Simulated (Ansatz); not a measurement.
Wavefunction ladder for C$_{8}$H$_{20}$N$_{2}$Si$_{2}$ (`C[Si](C)(C)/N=C/C=N/[Si](C)(C)C`)

```json
{"atom": "C1", "x (Å)": "3.490", "y (Å)": "0.806", "z (Å)": "1.811"}
{"atom": "Si2", "x (Å)": "3.346", "y (Å)": "0.375", "z (Å)": "-0.007"}
{"atom": "C3", "x (Å)": "4.292", "y (Å)": "-1.189", "z (Å)": "-0.383"}
{"atom": "C4", "x (Å)": "3.947", "y (Å)": "1.794", "z (Å)": "-1.061"}
{"atom": "N5", "x (Å)": "1.688", "y (Å)": "0.072", "z (Å)": "-0.496"}
{"atom": "C6", "x (Å)": "0.680", "y (Å)": "0.134", "z (Å)": "0.259"}
{"atom": "C7", "x (Å)": "-0.679", "y (Å)": "-0.141", "z (Å)": "-0.258"}
{"atom": "N8", "x (Å)": "-1.688", "y (Å)": "-0.075", "z (Å)": "0.497"}
{"atom": "Si9", "x (Å)": "-3.346", "y (Å)": "-0.376", "z (Å)": "0.007"}
{"atom": "C10", "x (Å)": "-3.959", "y (Å)": "-1.774", "z (Å)": "1.081"}
{"atom": "C11", "x (Å)": "-3.487", "y (Å)": "-0.832", "z (Å)": "-1.805"}
{"atom": "C12", "x (Å)": "-4.284", "y (Å)": "1.200", "z (Å)": "0.357"}
{"atom": "H13", "x (Å)": "2.927", "y (Å)": "1.709", "z (Å)": "2.059"}
{"atom": "H14", "x (Å)": "4.535", "y (Å)": "0.987", "z (Å)": "2.076"}
{"atom": "H15", "x (Å)": "3.125", "y (Å)": "-0.004", "z (Å)": "2.448"}
{"atom": "H16", "x (Å)": "5.357", "y (Å)": "-1.062", "z (Å)": "-0.169"}
{"atom": "H17", "x (Å)": "3.925", "y (Å)": "-2.024", "z (Å)": "0.219"}
{"atom": "H18", "x (Å)": "4.186", "y (Å)": "-1.460", "z (Å)": "-1.436"}
{"atom": "H19", "x (Å)": "3.835", "y (Å)": "1.560", "z (Å)": "-2.123"}
{"atom": "H20", "x (Å)": "3.378", "y (Å)": "2.704", "z (Å)": "-0.856"}
{"atom": "H21", "x (Å)": "5.002", "y (Å)": "2.004", "z (Å)": "-0.867"}
{"atom": "H22", "x (Å)": "0.703", "y (Å)": "0.387", "z (Å)": "1.332"}
{"atom": "H23", "x (Å)": "-0.702", "y (Å)": "-0.397", "z (Å)": "-1.330"}
{"atom": "H24", "x (Å)": "-5.015", "y (Å)": "-1.982", "z (Å)": "0.885"}
{"atom": "H25", "x (Å)": "-3.850", "y (Å)": "-1.524", "z (Å)": "2.138"}
{"atom": "H26", "x (Å)": "-3.395", "y (Å)": "-2.691", "z (Å)": "0.891"}
{"atom": "H27", "x (Å)": "-2.927", "y (Å)": "-1.742", "z (Å)": "-2.037"}
{"atom": "H28", "x (Å)": "-4.532", "y (Å)": "-1.012", "z (Å)": "-2.070"}
{"atom": "H29", "x (Å)": "-3.116", "y (Å)": "-0.034", "z (Å)": "-2.453"}
{"atom": "H30", "x (Å)": "-3.910", "y (Å)": "2.024", "z (Å)": "-0.257"}
{"atom": "H31", "x (Å)": "-5.349", "y (Å)": "1.076", "z (Å)": "0.142"}
{"atom": "H32", "x (Å)": "-4.178", "y (Å)": "1.487", "z (Å)": "1.405"}
```

The species carries charge 0 and has multiplicity 1. The geometry is a stationary point of PBE0-D4/def2-TZVP. It is one conformer, not always the lowest. Frozen core, restricted reference, Ansatz. CBS rows extrapolate triple and quadruple zeta; past MP2 they add the triple-zeta difference.

| basis | HF (Eh) | MP2 corr. | CCSD corr. | (T) | CCSD(T) total |
| --- | --- | --- | --- | --- | --- |
| def2-SVP | -1000.94367 | ? | -1.77404 | -0.05935 | ? |
| def2-TZVPP | ? | -2.01722 | ? | -0.09245 | ? |
| def2-QZVPP | -1001.67225 | -2.14954 | – | – | – |
| CBS(def2) | ? | -2.24756 | -2.35823 | as TZ | ? |

Problem. Fill in the withheld values. (An estimate is asked.)

Solution. The calculation gave: def2-SVP MP2 corr.: -1.63937; def2-SVP CCSD(T) total: -1002.77706; def2-TZVPP HF (Eh): -1001.63452; def2-TZVPP CCSD corr.: -2.12789; def2-TZVPP CCSD(T) total: -1003.85486; CBS(def2) HF (Eh): -1001.67745; CBS(def2) CCSD(T) total: -1004.12813.
